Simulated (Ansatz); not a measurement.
`C[SiH2][SnH2][CH3]` + `C=CF` → `[CH3][SnH2]/[CH]=C\F` + `C[SiH3]`  (formal exchange of groups at the Sn–Si bond)

Program: Ansatz. Geometries: PBE0-D4/def2-TZVP. ΔE: electronic, gas phase. CCSD(T)/CBS is the MP2 limit (def2-TZVPP, def2-QZVPP) plus CCSD(T) − MP2 in def2-TZVPP, frozen cores. This one scheme is used for every species. DFT in def2-TZVPP. Elements past krypton have def2 core potentials. For Sn outer-core shells are correlated without core-valence functions, which leaves a few kJ/mol of doubt a bond. One conformer a species, not always the lowest.

```
             level  ΔE (kJ/mol)  difference from CCSD(T)/CBS
            PBE-D4         40.0                         10.3
         r2SCAN-D4         33.9                          4.2
           PBE0-D4         39.2                          9.5
            B2PLYP         28.1                         -1.6
            r2SCAN         33.6                          3.9
              PBE0         38.8                          9.1
     HF/def2-TZVPP         25.2                         -4.5
SCS-MP2/def2-TZVPP         20.4                         -9.3
   CCSD/def2-TZVPP         25.7                         -4.0
CCSD(T)/def2-TZVPP         24.9                         -4.8
       CCSD(T)/CBS         29.7                            0
```

Largest T1 diagnostic among the species: 0.012.
